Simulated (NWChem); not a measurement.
Molecule: MgHCl; SMILES [MgH][Cl]

B3LYP is NWChem's, with the RPA form of VWN correlation.

Give the equilibrium geometry at B3LYP/6-31G* (spherical d) (NWChem) as a list of bonds and angles, with the point group.

point group C*v; any orientation.
Bonds (Å): Mg1–H2 1.693, Mg1–Cl3 2.211. Angles (°): H2–Mg1–Cl3 179.9.
